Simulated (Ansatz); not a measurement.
## One elementary step

Start structure (CH7BrSi, closed shell), relaxed at PBE0-D4/def2-TZVP:

```
atom    x (Å)    y (Å)    z (Å)
 Si1  -0.8827  -0.6555  -0.1899
 Br2   0.3794  -1.6222  -1.7546
  H3  -1.9205  -1.6423   0.1949
  H4  -1.5256   0.5225  -0.8200
  C5   0.1791  -0.1728   1.2557
  H6   1.3072   1.5446  -1.8077
  H7   1.2832   2.2418  -1.5407
  H8  -0.4355   0.2997   2.0271
  H9   0.6641  -1.0498   1.6884
 H10   0.9513   0.5340   0.9468
```

The step: CH₅BrSi ([CH3][SiH2][Br]) + H₂ → CH₆Si ([CH3][SiH3]) + HBr; bonds formed: Si1–H7, Br2–H6; bonds broken: Si1–Br2, H6–H7. Program: Ansatz 0.2.0. Basis: def2-TZVPP and def2-QZVPP. Cores are frozen in the correlated methods. Filled d shells of the heavier atoms are correlated. The def2 sets are not built for correlating such inner shells, so the correlated values are less sure here. Extrapolation: Hartree–Fock as exp(−7.88 √X), correlation as X^−2.97. Energies below are by CCSD(T) at an estimated basis limit (MP2 extrapolated from triple and quadruple zeta, plus CCSD(T) − MP2 in triple zeta).

Q: What are the electronic barrier and the energy of the step, from the start structure to the end structure? (An estimate is asked for; the value comes from the calculation.)

A: The calculation gives: Barrier 52.74 kcal/mol; step energy 18.55 kcal/mol (uphill); reverse barrier, their difference, 34.19 kcal/mol. Barrier and step energy count from the start structure, the reverse barrier from the end structure.

The saddle point: One imaginary mode of 679i cm⁻¹.
```csv
pair,start (Å),saddle (Å),end (Å)
Si1–H7,3.86,1.73,1.50
Br2–H6,3.30,1.94,1.43
Si1–Br2,2.23,2.72,4.30
H6–H7,0.75,0.87,1.92
```

Zero-point energy (harmonic, PBE0-D4): ZPE is 41.56 kcal/mol at the start and 43.14 kcal/mol at the saddle, so the barrier goes from 52.74 to 54.32 kcal/mol.

No T1 diagnostic of these runs exceeds 0.010.

Labels in which every atom is bracketed show which atoms are joined, not bond orders.

For scale, one of the runs: CCSD(T)/def2-TZVPP, 219 basis functions, launched by `ansatz run in.yaml --threads 4 --pin off --events-out ev --progress --plain --max-ram 9574MiB`. Hardware: 4 CPU threads of an Arm Neoverse V2, shared host. Wall time 87 s; peak host memory 3.2 GiB.
